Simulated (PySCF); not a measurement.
Molecule: `Nc1ccc(F)cc1`, C$_{6}$H$_{6}$FN.

Molfile (atoms numbered from 1):
```
C6H6FN
     RDKit          3D

 14 14  0  0  0  0  0  0  0  0999 V2000
    2.4299   -0.0533    0.1095 N   0  0  0  0  0  0  0  0  0  0  0  0
    1.0551    0.0874    0.0379 C   0  0  0  0  0  0  0  0  0  0  0  0
    0.4453    1.3406    0.2174 C   0  0  0  0  0  0  0  0  0  0  0  0
   -0.9393    1.4765    0.1950 C   0  0  0  0  0  0  0  0  0  0  0  0
   -1.7344    0.3563   -0.0075 C   0  0  0  0  0  0  0  0  0  0  0  0
   -3.0656    0.4848   -0.0334 F   0  0  0  0  0  0  0  0  0  0  0  0
   -1.1614   -0.8957   -0.1865 C   0  0  0  0  0  0  0  0  0  0  0  0
    0.2235   -1.0272   -0.1635 C   0  0  0  0  0  0  0  0  0  0  0  0
    2.9714    0.7813   -0.0726 H   0  0  0  0  0  0  0  0  0  0  0  0
    2.8155   -0.8739   -0.3385 H   0  0  0  0  0  0  0  0  0  0  0  0
    1.0689    2.2235    0.3808 H   0  0  0  0  0  0  0  0  0  0  0  0
   -1.4121    2.4507    0.3329 H   0  0  0  0  0  0  0  0  0  0  0  0
   -1.8069   -1.7618   -0.3447 H   0  0  0  0  0  0  0  0  0  0  0  0
    0.6716   -2.0148   -0.3010 H   0  0  0  0  0  0  0  0  0  0  0  0
  1  2  1  0
  2  3  1  0
  3  4  2  0
  4  5  1  0
  5  6  1  0
  5  7  2  0
  7  8  1  0
  8  2  2  0
  1  9  1  0
  1 10  1  0
  3 11  1  0
  4 12  1  0
  7 13  1  0
  8 14  1  0
M  END
```

Geometry PBE0-D3(BJ)/def2-SVP throughout; GIAO in PySCF, gas phase, one conformer, non-relativistic; equivalent atoms averaged; basis pcSseg-1.

Task: How do the absolute shieldings σ depend on the functional? (ppm; last column core-seconds on shared hosts with different chips, so compare them loosely; the GGAs took longer than the global hybrids here, which isn't the general rule, and the cause wasn't traced)

Result: 
| functional | kind | N1 | C5 | C2 | C4/C7 | C3/C8 | F6 | H12/H13 | H11/H14 | H9/H10 | core-s |
| --- | --- | --- | --- | --- | --- | --- | --- | --- | --- | --- | --- |
| LDA | LDA | 185.2 | 13.4 | 31.6 | 57.6 | 61.3 | 285.5 | 24.04 | 24.43 | 27.88 | 24 |
| PBE | GGA | 184.5 | 18.5 | 36.0 | 61.8 | 65.4 | 284.6 | 24.51 | 24.90 | 28.32 | 29 |
| BLYP | GGA | 181.0 | 12.0 | 29.1 | 56.4 | 60.2 | 286.0 | 24.77 | 25.16 | 28.53 | 29 |
| BP86 | GGA | 184.4 | 18.0 | 35.4 | 61.4 | 65.1 | 287.4 | 24.58 | 24.97 | 28.39 | 28 |
| OPBE | GGA | 189.0 | 31.5 | 48.7 | 71.9 | 74.9 | 287.3 | 24.47 | 24.86 | 28.28 | 40 |
| KT2 | GGA | 189.3 | 29.4 | 45.8 | 72.3 | 75.8 | 292.1 | 24.61 | 24.99 | 28.37 | 31 |
| KT3 | GGA | 188.3 | 30.8 | 47.0 | 72.6 | 75.9 | 291.6 | 24.77 | 25.15 | 28.48 | 30 |
| PBE0 | global hybrid | 192.6 | 22.4 | 37.0 | 62.9 | 67.1 | 307.6 | 24.34 | 24.78 | 28.34 | 17 |
| BHandHLYP | global hybrid | 197.1 | 20.4 | 31.9 | 59.3 | 64.4 | 328.8 | 24.42 | 24.91 | 28.51 | 22 |
| wB97X-D | range-separated hybrid | 195.7 | 21.2 | 35.0 | 61.4 | 66.1 | 315.3 | 24.40 | 24.85 | 28.48 | 20 |

Task: Which nucleus moves most, in ppm?

Result: F6 (aryl fluorine): from 284.6 ppm with PBE to 328.8 ppm with BHandHLYP. The smallest spread is 0.65 ppm, at H9/H10. Proton shifts span only some 12 ppm, so a few tenths of a ppm matter as much there as several ppm in carbon.
